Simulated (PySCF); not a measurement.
HN2 (SMILES N#[NH+]), charge +1, singlet, at a GFN2-xTB geometry; PySCF with DF-PBE/def2-QZVP.

Input for PySCF:
```python
from pyscf import gto, scf, dft

mol = gto.Mole()
mol.atom = '''
    N    -0.00000000   -0.00000000   -0.64481385
    N     0.00000000    0.00000000    0.43538188
    H     0.00000000    0.00000000    1.46602381
'''
mol.basis = 'def2-qzvp'
mol.charge = 1
mol.verbose = 4
mol.build()

mf = dft.RKS(mol)
mf.xc = 'pbe'
mf = mf.density_fit(auxbasis='def2-universal-jkfit')
mf.kernel()
```

Output, abridged:

```
PySCF version 2.14.0

[INPUT] verbose = 4
[INPUT] num. atoms = 3
[INPUT] num. electrons = 14
[INPUT] charge = 1
[INPUT] spin (= nelec alpha-beta = 2S) = 0
[INPUT] symmetry False subgroup None
[INPUT] Mole.unit = angstrom
[INPUT] Symbol           X                Y                Z      unit          X                Y                Z       unit  Magmom
[INPUT]  1 N      0.000000000000   0.000000000000  -0.644813850000 AA    0.000000000000   0.000000000000  -1.218521577826 Bohr   0.0
[INPUT]  2 N      0.000000000000   0.000000000000   0.435381880000 AA    0.000000000000   0.000000000000   0.822752512798 Bohr   0.0
[INPUT]  3 H      0.000000000000   0.000000000000   1.466023810000 AA    0.000000000000   0.000000000000   2.770383492991 Bohr   0.0

nuclear repulsion = 29.3535932008197
number of shells = 44
number of NR pGTOs = 187
number of NR cGTOs = 144
basis = def2-qzvp
ecp = {}

******** <class 'pyscf.df.df_jk.DFRKS'> ********
method = DFRKS
initial guess = minao
damping factor = 0
level_shift factor = 0
DIIS = <class 'pyscf.scf.diis.CDIIS'>
diis_start_cycle = 1
diis_space = 8
diis_damp = 0
SCF conv_tol = 1e-09
SCF conv_tol_grad = None
SCF max_cycles = 50
direct_scf = False
XC library pyscf.dft.libxc version 7.1.2
    S. Lehtola, C. Steigemann, M. J. T. Oliveira, and M. A. L. Marques,  SoftwareX 7, 1–5 (2018)
XC functionals = pbe
    J. P. Perdew, K. Burke, and M. Ernzerhof,  Phys. Rev. Lett. 77, 3865 (1996)
    J. P. Perdew, K. Burke, and M. Ernzerhof,  Phys. Rev. Lett. 78, 1396 (1997)
    J. P. Perdew, K. Burke, and M. Ernzerhof,  Phys. Rev. Lett. 77, 3865 (1996)
    J. P. Perdew, K. Burke, and M. Ernzerhof,  Phys. Rev. Lett. 78, 1396 (1997)
radial grids:
    Treutler-Ahlrichs [JCP 102, 346 (1995); DOI:10.1063/1.469408] (M4) radial grids

becke partition: Becke, JCP 88, 2547 (1988); DOI:10.1063/1.454033
pruning grids: <function nwchem_prune>
grids dens level: 3
symmetrized grids: False
atomic radii adjust function: <function treutler_atomic_radii_adjust>
small_rho_cutoff = 0
Set gradient conv threshold to 3.16228e-05
Initial guess from minao.
tot grids = 37616
init E= -110.30800730203
  HOMO = -0.431001475783671  LUMO = -0.0756990985704644  gap/eV = 9.66827
cycle= 1 E= -109.630389067594  delta_E= 0.678  |g|= 0.303  |ddm|= 1.21
  HOMO = -0.755160036441675  LUMO = -0.465500099228498  gap/eV = 7.88205
cycle= 2 E= -109.580160751072  delta_E= 0.0502  |g|= 0.635  |ddm|= 0.462
  HOMO = -0.776440261921779  LUMO = -0.449148811325881  gap/eV = 8.90605
cycle= 3 E= -109.648368946319  delta_E= -0.0682  |g|= 0.207  |ddm|= 0.237
  HOMO = -0.740091689733896  LUMO = -0.420449533881712  gap/eV = 8.69791
cycle= 4 E= -109.65561444533  delta_E= -0.00725  |g|= 0.0384  |ddm|= 0.0826
  HOMO = -0.745319805884805  LUMO = -0.422568005306231  gap/eV = 8.78252
cycle= 5 E= -109.655925859728  delta_E= -0.000311  |g|= 0.0076  |ddm|= 0.0202
  HOMO = -0.744075999942897  LUMO = -0.421623636848874  gap/eV = 8.77438
cycle= 6 E= -109.655938682953  delta_E= -1.28e-05  |g|= 0.00053  |ddm|= 0.003
  HOMO = -0.744005864000769  LUMO = -0.421619494063733  gap/eV = 8.77258
cycle= 7 E= -109.655938735345  delta_E= -5.24e-08  |g|= 7.1e-05  |ddm|= 0.000293
  HOMO = -0.7440175994754  LUMO = -0.421623599095861  gap/eV = 8.77279
cycle= 8 E= -109.65593873635  delta_E= -1.01e-09  |g|= 2.67e-06  |ddm|= 3.25e-05
  HOMO = -0.74401745756327  LUMO = -0.421623329991167  gap/eV = 8.77279
cycle= 9 E= -109.655938736351  delta_E= -1.39e-12  |g|= 2.59e-07  |ddm|= 1.47e-06
  HOMO = -0.744017412124443  LUMO = -0.421623325500678  gap/eV = 8.77279
Extra cycle  E= -109.655938736351  delta_E= 1.14e-13  |g|= 7.16e-07  |ddm|= 3.15e-07
converged SCF energy = -109.655938736351
```
